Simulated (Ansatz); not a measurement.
Cost and result up the ladder for MgB6 (7 atoms). Total charge 0; singlet. Geometry: PBE0-D4/def2-SVP.

```
atom   x (Å)   y (Å)   z (Å)
 Mg1  -0.531  -0.438  -1.812
  B2  -0.123   0.998   0.562
  B3  -1.600   0.523  -0.064
  B4  -1.016  -0.441   1.081
  B5   0.515  -0.674   0.778
  B6   1.392  -0.693  -0.648
  B7   1.363   0.725   0.104
```

Ansatz on 4 threads of Intel Xeon on a shared host. Times are rough, and most runs start from the orbitals of an earlier one. No level here is sound enough to serve as a yardstick. Binding counts from free atoms at the same level (Mg singlet, B doublet; other spins of the atoms weren't run), without zero-point energy or a counterpoise term.

Correlated methods freeze 7 core orbitals; core or outer-core shells of Mg are correlated, in sets that lack core-valence functions. Another isomer (singlet) lies 0.34 eV lower at PBE0-D4/def2-TZVP; other spin states weren't run for this one.

Run but left out: HF/def2-TZVP (restricted singlet, unstable in another Hartree–Fock run and untested here).

Correlated methods converge slowly with the basis.

```
                         level  functions  wall time
PBE-D4/def2-TZVP (with forces)        218      2.8 s
           r2SCAN-D4/def2-TZVP        218      3.2 s
             PBE0-D4/def2-TZVP        218      4.2 s
        CAM-B3LYP-D4/def2-TZVP        218        5 s
            CCSD(T)/def2-TZVPP        218       84 s
```

(1) Estimate what each level gives for the binding energy per atom (eV).

Results:

(1) 
```json
{"level": "PBE-D4/def2-TZVP (with forces)", "binding energy per atom (eV)": "3.87", "remarks": "restricted SCF unstable in HF"}
{"level": "r2SCAN-D4/def2-TZVP", "binding energy per atom (eV)": "3.76", "remarks": "restricted SCF unstable in HF"}
{"level": "PBE0-D4/def2-TZVP", "binding energy per atom (eV)": "3.72", "remarks": "restricted SCF unstable in HF"}
{"level": "CAM-B3LYP-D4/def2-TZVP", "binding energy per atom (eV)": "3.43", "remarks": "restricted SCF unstable in HF"}
{"level": "CCSD(T)/def2-TZVPP", "binding energy per atom (eV)": "3.35", "remarks": "large T1 (0.027), restricted SCF unstable"}
```
